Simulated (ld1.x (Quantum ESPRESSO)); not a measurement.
# arsenic (As): one change to a PAW potential, before and after

* Element: As
* Generator: ld1.x (Quantum ESPRESSO) 7.5
* Type: PAW
* Functional: PBE
* Relativity: scalar-relativistic
* Frozen core: [Ar] 3d10
* Valence charge: 5
* Reference configuration: 4s2 4p1 (charge +2)
* Partial waves: 4s (bound): rcut 1.60, rcutus 1.80 bohr; 4s channel at -1.3 Ry: rcut 1.60, rcutus 1.80 bohr; 4p (bound): rcut 1.30, rcutus 1.75 bohr; 4p channel at 1.3 Ry: rcut 1.30, rcutus 1.75 bohr; 4d channel at 0.4 Ry: rcut 1.15, rcutus 1.45 bohr; 4d channel at 1.55 Ry: rcut 1.15, rcutus 1.45 bohr
* Local potential: all-electron potential smoothed inside 1.50 bohr (lloc = -1)
* Core correction: Bessel-smoothed model core inside 1.35 bohr
* Augmentation charge: PSQ, inside the norm-conserving radii

All-electron outer shells of the reference configuration (PBE, scalar-relativistic, ld1.x):

```tsv
shell	level (eV)	outermost node (bohr)	outermost maximum (bohr)
4s	-33.45	0.73	1.57
4p	-22.67	0.77	1.83
```

Change: waves 4s (bound): rcut 1.60, rcutus 2.38 bohr; 4s channel at -1.3 Ry: rcut 1.60, rcutus 2.38 bohr.

Cutoffs: the cutoffs (Ry, on a coarse ladder) from which the occupation-weighted sum of valence levels, in a spherical-Bessel basis at the reference potential, stays within 10 and 1 mRy of its value at 400 Ry; they do not see the model core or the augmentation charge, which bear on the density cutoff. Errors are all-electron minus pseudo energies relative to the spin-unpolarised reference configuration.

Problem. Predict the effect on cutoff, ghosts and configuration errors.

Solution. The potential gets softer (8 Ry and 15 Ry → 8 Ry and 10 Ry); both files keep a bound ghost (d); the number of tests with a reliable result goes from 7 to 2 (the test run of the changed file stopped, so its transferability is not established). A larger radius leaves more room for a smooth pseudo-wave, so fewer plane waves are needed.

```tsv
quantity	base	changed
cutoff, loose	8 Ry	8 Ry
cutoff, tight	15 Ry	10 Ry
bound ghosts	d	d
tests with a reliable result	7 of 7	2 of 7 (the test run stopped)
error for 4s2 4p3, meV [ΔE -27.07 eV]	-26	-24
error for 4s2 4p2, meV [ΔE -17.92 eV]	-11	-9.8
lowest overlap eigenvalue by channel	s 0.36, p 0.58, d 0.88	s 0.24, p 0.58, d 0.88
```

 A true bound ghost makes a file unfit for plane-wave use even where its test errors are small: the radial tests pick states by their node count and pass the ghost by.
